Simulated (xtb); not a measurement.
Cl$_{2}$Si, charge +1, doublet, from a rough starting geometry (a state made from the parent by changing its charge; the spin is typed, not shown lowest); xtb 6.7.1 with GFN2-xTB.

Here is a job for xtb.
```
$ xtb mol.xyz --gfn 2 --chrg 1 --uhf 1 --opt vtight --json

# file mol.xyz
3

Si     0.03445543     0.00392403     0.87986347
Cl     1.03612903     1.19570307    -0.43215801
Cl    -1.01525364    -1.25740437    -0.43537822
```

Write the output that xtb gives for this input, abridged.


```
   ID    Z sym.   atoms
    1   14 Si     1
    2   17 Cl     2, 3

           -------------------------------------------------
          |                Calculation Setup                |
           -------------------------------------------------

           -------------------------------------------------
          |                 G F N 2 - x T B                 |
           -------------------------------------------------

          ...................................................
          :                      SETUP                      :
          :.................................................:
          :  # basis functions                  30          :
          :  # atomic orbitals                  27          :
          :  # shells                            9          :
          :  # electrons                        17          :
          :  max. iterations                   250          :
          :  Hamiltonian                  GFN2-xTB          :
          :  restarted?                      false          :
          :  GBSA solvation                  false          :
          :  PC potential                    false          :
          :  electronic temp.          300.0000000     K    :
          :  accuracy                    1.0000000          :
          :  -> integral cutoff          0.2500000E+02      :
          :  -> integral neglect         0.1000000E-07      :
          :  -> SCF convergence          0.1000000E-05 Eh   :
          :  -> wf. convergence          0.1000000E-03 e    :
          :  Broyden damping             0.4000000          :
          :  net charge                          1          :
          :  unpaired electrons                  1          :
          ...................................................

 iter      E             dE          RMSdq      gap      omega  full diag
   1    -10.3552837 -0.103553E+02  0.128E+01    2.74       0.0  T
   2    -10.3682520 -0.129684E-01  0.695E+00    2.73       1.0  T
   3    -10.3011116  0.671404E-01  0.623E+00    1.98       1.0  T
   4    -10.3677219 -0.666103E-01  0.360E+00    2.23       1.0  T
   5    -10.3773533 -0.963137E-02  0.146E+00    2.41       1.0  T
   6    -10.3812257 -0.387238E-02  0.573E-01    2.56       1.0  T
   7    -10.3811637  0.619816E-04  0.386E-01    2.57       1.0  T
   8    -10.3813555 -0.191830E-03  0.117E-01    2.55       1.0  T
   9    -10.3813586 -0.300964E-05  0.416E-02    2.55       1.4  T
  10    -10.3813603 -0.170003E-05  0.134E-02    2.55       4.3  T
  11    -10.3813605 -0.195927E-06  0.109E-02    2.56       5.3  T
  12    -10.3813606 -0.118336E-06  0.805E-03    2.55       7.2  T
  13    -10.3813607 -0.953266E-07  0.451E-03    2.55      12.8  T
  14    -10.3813607 -0.334793E-07  0.258E-03    2.56      22.4  T
  15    -10.3813607 -0.510791E-08  0.155E-03    2.56      37.2  T
  16    -10.3813607 -0.614051E-08  0.460E-04    2.55     125.6  T
  17    -10.3813607  0.295053E-10  0.441E-04    2.55     130.8  T

   *** convergence criteria satisfied after 17 iterations ***

         :::::::::::::::::::::::::::::::::::::::::::::::::::::
         ::                     SUMMARY                     ::
         :::::::::::::::::::::::::::::::::::::::::::::::::::::
         :: total energy             -10.372034768437 Eh    ::
         :: gradient norm              0.065813562368 Eh/a0 ::
         :: HOMO-LUMO gap              2.554803414984 eV    ::
         ::.................................................::
         :: SCC energy               -10.381360682865 Eh    ::
         :: -> isotropic ES            0.128377513194 Eh    ::
         :: -> anisotropic ES         -0.008860659501 Eh    ::
         :: -> anisotropic XC         -0.011740869893 Eh    ::
         :: -> dispersion             -0.002121177536 Eh    ::
         :: repulsion energy           0.009325914428 Eh    ::
         :: add. restraining           0.000000000000 Eh    ::
         :: total charge               1.000000000001 e     ::
         :::::::::::::::::::::::::::::::::::::::::::::::::::::

      -----------------------------------------------------------
     |                   =====================                   |
     |                        A N C O P T                        |
     |                   =====================                   |
     |               Approximate Normal Coordinate               |
     |                Rational Function Optimizer                |
      -----------------------------------------------------------
      -----------------------------------------------------------
     |                   =====================                   |
     |                        A N C O P T                        |
     |                   =====================                   |
     |               Approximate Normal Coordinate               |
     |                Rational Function Optimizer                |
      -----------------------------------------------------------

          ...................................................
          :                      SETUP                      :
          :.................................................:
          :   optimization level         verytight          :
          :   max. optcycles                   200          :
          :   ANC micro-cycles                  20          :
          :   degrees of freedom                 3          :
          :.................................................:
          :   RF solver                   davidson          :
          :   write xtbopt.log                true          :
          :   linear?                        false          :
          :   energy convergence         0.1000000E-06 Eh   :
          :   grad. convergence          0.2000000E-03 Eh/α :
          :   maxmium RF displ.          1.0000000          :
          :   Hlow (freq-cutoff)         0.1000000E-01      :
          :   Hmax (freq-cutoff)         5.0000000          :
[...]
 * total energy  :   -10.3720348 Eh     change       -0.5330580E-09 Eh
 * total energy  :   -10.3902084 Eh     change       -0.1817362E-01 Eh
 * total energy  :   -10.3835469 Eh     change        0.6661446E-02 Eh
 * total energy  :   -10.3942225 Eh     change       -0.1067555E-01 Eh
 * total energy  :   -10.3944522 Eh     change       -0.2297536E-03 Eh
 * total energy  :   -10.3945319 Eh     change       -0.7969049E-04 Eh
 * total energy  :   -10.3945351 Eh     change       -0.3143850E-05 Eh
 * total energy  :   -10.3945358 Eh     change       -0.6915197E-06 Eh
 * total energy  :   -10.3945358 Eh     change       -0.1357729E-07 Eh
   *** GEOMETRY OPTIMIZATION CONVERGED AFTER 9 ITERATIONS ***
[...]
          :  electronic temp.          300.0000000     K    :
          :  accuracy                    1.0000000          :
          :  -> integral cutoff          0.2500000E+02      :
          :  -> integral neglect         0.1000000E-07      :
          :  -> SCF convergence          0.1000000E-05 Eh   :
          :  -> wf. convergence          0.1000000E-03 e    :
          :  Broyden damping             0.4000000          :
          :  net charge                          1          :
          :  unpaired electrons                  1          :
          ...................................................

 iter      E             dE          RMSdq      gap      omega  full diag
   1    -10.4192827 -0.104193E+02  0.163E-04    1.96       0.0  T
   2    -10.4192827 -0.819078E-11  0.133E-04    1.96     435.7  T
   3    -10.4192827 -0.608580E-11  0.105E-04    1.96     551.6  T

   *** convergence criteria satisfied after 3 iterations ***

         :::::::::::::::::::::::::::::::::::::::::::::::::::::
         ::                     SUMMARY                     ::
         :::::::::::::::::::::::::::::::::::::::::::::::::::::
         :: total energy             -10.394535785752 Eh    ::
         :: gradient norm              0.000039923274 Eh/a0 ::
         :: HOMO-LUMO gap              1.959825261749 eV    ::
         ::.................................................::
         :: SCC energy               -10.419282710039 Eh    ::
         :: -> isotropic ES            0.121982191240 Eh    ::
         :: -> anisotropic ES         -0.011639435146 Eh    ::
         :: -> anisotropic XC         -0.015992320320 Eh    ::
         :: -> dispersion             -0.002054305018 Eh    ::
         :: repulsion energy           0.024746924287 Eh    ::
         :: add. restraining           0.000000000000 Eh    ::
         :: total charge               1.000000000000 e     ::
         :::::::::::::::::::::::::::::::::::::::::::::::::::::

           -------------------------------------------------
          |                Property Printout                |
           -------------------------------------------------

    * Orbital Energies and Occupations

         #    Occupation            Energy/Eh            Energy/eV
      -------------------------------------------------------------
         1        2.0000           -1.2807880             -34.8520
         2        2.0000           -1.2588830             -34.2560
         3        2.0000           -0.8859668             -24.1084
         4        2.0000           -0.7197103             -19.5843
         5        2.0000           -0.6951927             -18.9172
         6        2.0000           -0.6908824             -18.7999
         7        2.0000           -0.6805805             -18.5195
         8        2.0000           -0.6748344             -18.3632
         9        1.0000           -0.5696344             -15.5005 (HOMO)
        10                         -0.4976121             -13.5407 (LUMO)
        11                         -0.4141795             -11.2704
        12                         -0.3625839              -9.8664
        13                         -0.3093415              -8.4176
        14                         -0.3030302              -8.2459
        15                         -0.2524174              -6.8686
        16                         -0.2263484              -6.1593
        17                         -0.2183820              -5.9425
        18                         -0.2183231              -5.9409
        19                         -0.2182682              -5.9394
        20                         -0.2160728              -5.8796
       ...                                ...                  ...
        27                          0.7191040              19.5678
      -------------------------------------------------------------
                  HL-Gap            0.0720223 Eh            1.9598 eV
             Fermi-level           -0.5779288 Eh          -15.7262 eV

     #   Z          covCN         q      C6AA      α(0)
     1  14 Si       1.612     0.537   179.728    28.523
     2  17 Cl       0.806     0.232    92.419    14.706
     3  17 Cl       0.806     0.232    92.418    14.706

 Mol. C6AA /au·bohr⁶  :       1039.696177
 Mol. C8AA /au·bohr⁸  :      55063.819158
 Mol. α(0) /au        :         57.935370

Wiberg/Mayer (AO) data.
largest (>0.10) Wiberg bond orders for each atom

 ---------------------------------------------------------------------------
     #   Z sym  total        # sym  WBO       # sym  WBO       # sym  WBO
 ---------------------------------------------------------------------------
     1  14 Si   3.335 --     3 Cl   1.667     2 Cl   1.667
     2  17 Cl   1.812 --     1 Si   1.667     3 Cl   0.145
     3  17 Cl   1.812 --     1 Si   1.667     2 Cl   0.145
 ---------------------------------------------------------------------------

Topologies differ in total number of bonds
Writing topology from bond orders to xtbtopo.mol

molecular dipole:
                 x           y           z       tot (Debye)
 q only:        0.035      -0.035       0.295
   full:        0.035      -0.037      -0.070       0.220
molecular quadrupole (traceless):
                xx          xy          yy          xz          yz          zz
 q only:        0.334       3.930       1.747      -0.014      -0.048      -2.081
  q+dip:        0.970       7.247       3.577      -0.060      -0.061      -4.547
   full:        1.330       4.778       3.048      -0.044      -0.053      -4.378

optimized geometry written to: xtbopt.xyz

           -------------------------------------------------
          | TOTAL ENERGY              -10.394535785752 Eh   |
          | GRADIENT NORM               0.000039923274 Eh/α |
          | HOMO-LUMO GAP               1.959825261749 eV   |
           -------------------------------------------------

normal termination of xtb
```
